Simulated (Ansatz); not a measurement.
CH$_{7}$NSi$_{2}$, SMILES `C1[SiH2]N[SiH2]1` from Hartree–Fock to CCSD(T)

Z-matrix (Å, degrees):
```
Si
N 1 1.733
Si 1 2.572 2 42.1
C 1 1.885 2 89.1 3 -0.0
H 1 1.491 2 114.7 3 -117.7
H 1 1.491 2 114.7 3 117.7
H 2 1.004 1 132.1 3 -180.0
H 3 1.491 1 126.4 2 87.6
H 3 1.491 1 126.4 2 -87.6
H 4 1.090 1 115.1 2 -115.9
H 4 1.090 1 115.1 2 115.9
```

The species carries charge 0 and has multiplicity 1. All single points use the PBE0-D4/def2-TZVP geometry. Frozen core, restricted reference, the Gaussian-basis code of Ansatz. CBS rows extrapolate triple and quadruple zeta; past MP2 they add the triple-zeta difference.

| basis | HF (Eh) | MP2 corr. |
| --- | --- | --- |
| def2-SVP | -674.04799 | -0.50220 |
| def2-TZVPP | -674.37213 | -0.62633 |
| def2-QZVPP | -674.39527 | -0.67061 |

Task: Estimate the CCSD correlation energy and the (T) correction in each basis where they were run (hartree).

Result: 
```csv
basis,CCSD corr.,(T)
def2-SVP,-0.55429,-0.01626
def2-TZVPP,-0.67268,-0.02669
CBS(def2),-0.74976,as TZ
```
